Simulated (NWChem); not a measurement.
Species: C2H4OSi; SMILES C#C[SiH2]O

```xyz
8

Si    -0.5113     0.6212    -0.0073
O      0.8295     1.6296    -0.0758
C     -0.0219    -1.1558    -0.0228
C      0.3205    -2.3366    -0.0175
H     -1.3121     0.9352    -1.2301
H     -1.3319     0.8408     1.2352
H      1.4932     1.4759     0.6191
H      0.6171    -3.3778    -0.0171
```
Atoms are numbered in this order, from 1.

Program: NWChem. Pople sets run with spherical d functions. All runs use the structure optimised with PBE-D3(BJ)/def2-SVP. Core excitations by TDA in a window of 1s orbitals, non-relativistic and unshifted: absolute energies depend strongly on the exact-exchange share.

### Question
Among these, which level gives the highest value of “dipole oscillator strength of the first”?
A. Si K edge, PBE0/6-311G**
B. O K edge, PBE0/6-311G**
C. O K edge, BHandHLYP/6-311G**

### Answer
C, O K edge, BHandHLYP/6-311G**. Values: Si K edge, PBE0/6-311G** 0.0020; O K edge, PBE0/6-311G** 0.0084; O K edge, BHandHLYP/6-311G** 0.0171
